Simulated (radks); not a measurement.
The numbers below are computed, except where a source is named.
Question: F, 9 electrons, occupied as [He] 2s2 2p5. Code: a radial shooting solver on a logarithmic mesh with Libxc functionals. Model: Dirac Kohn-Sham, PBEsol, spin-unpolarised, spherical densities, point nucleus; open shells fill j = l - 1/2 first. Some entries of the table are withheld. Estimate them.

| orbital | occ. | eigenvalue (eV) | r(max) (bohr) | <1/r> (bohr^-1) |
|---|---|---|---|---|
| 1s1/2 | 2 | -661.1292 | 0.1146 | 8.615 |
| 2s1/2 | 2 | -29.7161 | (1) | 1.458 |
| 2p1/2 | 2 | (2) | 0.7059 | 1.273 |
| 2p3/2 | 3 | (3) | 0.7073 | 1.270 |

Answer: 
(1) 2s1/2 r(max) (bohr): 0.7657
(2) 2p1/2 eigenvalue (eV): -11.0899
(3) 2p3/2 eigenvalue (eV): -11.0264
